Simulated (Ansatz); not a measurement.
`B[O][GaH2]`, one more setting.

```yaml
crystal:
  periodic: [false, false, false]
  atoms:
    - {symbol: B, position_ang: [-1.124345, 0.110456, -0.970912]}
    - {symbol: O, position_ang: [-0.021343, 0.384361, -0.278027]}
    - {symbol: Ga, position_ang: [1.162236, -0.078716, 0.979488]}
    - {symbol: H, position_ang: [-1.742429, -0.908901, -0.772804]}
    - {symbol: H, position_ang: [-1.498472, 0.898475, -1.802533]}
    - {symbol: H, position_ang: [0.831910, 0.459530, 2.400664]}
    - {symbol: H, position_ang: [2.392435, -0.865204, 0.444123]}
basis:
  gaussian: {orbitals: aug-cc-pVDZ, final_grid: {core_spheres: 20, valence_spheres: 16, degree: 47}}
magnetization: {spin_polarized: true, initial_magnetization: 0}
hamiltonian: {xc: {name: HF}}
correlation: {method: rpa}
scf: {lower_state_search: full}
```

```sh
$ ansatz run in.yaml --threads 2 --pin off --events-out ev --progress --plain --max-ram 4352MiB
```

Shortened log:

```
Functional definition: HF
1191 factors; integrals over basis functions are off by at most 4.3e-4 eV
mean field evaluation 1: about -55103.5665 eV, gradient 2.9e1 eV
mean field evaluation 2: about -55103.5708 eV, gradient 2.9e1 eV
mean field evaluation 4: about -55107.0618 eV, gradient 2.1e0 eV
mean field evaluation 8: about -55107.0971 eV, gradient 6.7e-4 eV
mean field -55107.09705516 eV, -2025.1484638452 hartree, gradient 1.9e-6 eV, S^2 0.000000; 0 other end points of the search recorded, 0 dependent functions left out
11 core orbitals not correlated: weight in the atoms' cores, before any rotation towards them, 1.000 or more for the frozen orbitals, at most 0.000 for the correlated occupied ones
reference -55107.09705516 eV, -2025.1484638452 hartree; 13, 13 occupied and 94, 94 virtual orbitals, 1191 factors
Total energy: -55119.48794829 eV, -2025.6038207688 hartree
```

It took 4.6 s on 2 threads of an Arm Neoverse N1 on a shared host, with 0.31 GiB of host memory at the peak.
